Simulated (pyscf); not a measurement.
Structures and frequencies: ωB97X-D3(BJ)/def2-SVP in PySCF.

SMILES: OB(O)[O][Zr]([Cl])([Cl])[Cl]
```xyz
10

O     -1.4754     0.8724    -0.4348
B     -0.2116     0.6605     0.0088
O      0.4349     1.6467     0.6778
O      0.4272    -0.5702    -0.2230
Zr     0.4888    -2.3044    -0.9735
Cl    -1.6660    -2.5089    -1.8699
Cl     0.8915    -3.8827     0.6986
Cl     2.1159    -2.3669    -2.6446
H     -1.8559     0.1143    -0.8935
H      1.3225     1.3865     0.9447
```
Charge 0, spin multiplicity 1.

Question: What is the homolytic dissociation enthalpy (298 K, ωB97M-D3(BJ)/def2-TZVP) of the O–Zr bond of HO–B(OH)–O–Zr(Cl)(Cl)–Cl, to •O–B(OH)–OH + [Cl–Zr(Cl)–Cl]•?

Answer: O–Zr to •O–B(OH)–OH + [Cl–Zr(Cl)–Cl]•: 5.29 eV. The 7 functionals that were run give +5.18 (M06-2X) to +5.44 eV (ωB97X-D3(BJ)/def2-TZVP). The radicals are drawn with the spin at the cut bond; how far it spreads was not checked. Other isomers of •O–B(OH)–OH were not searched in full and may lie lower. Open-shell species with a d-block atom are single-reference here; other states, and whether the spin sits on metal or ligand, were not checked. Elements past Kr carry the def2 core potentials, without spin-orbit coupling.
